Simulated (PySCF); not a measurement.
chlorocyclobutane (C4H7Cl), SMILES ClC1CCC1.

Geometry: r2SCAN-D4/def2-SVP.

Calculation: CAM-B3LYP/def2-TZVP in PySCF.

The molecule is in vacuum.

**Question.** Estimate the frontier levels, gap, dipole moment and polarisability. (The exact figures need the calculation; the answer reports its results.)

**Answer.** 
The highest occupied level comes out as -9.52 eV and the lowest empty level is 1.71 eV. The orbital gap is 11.23 eV, the dipole moment is 2.25 D and the quadrupole, principal values (traceless, Buckingham form, about the centre of nuclear charge) is -3.51, 0.74, 2.77 D·Å. The mean static polarisability is 58.0 bohr³ (8.59 Å³) and the polarisability, principal values is 49.5, 54.1, 70.3 bohr³.
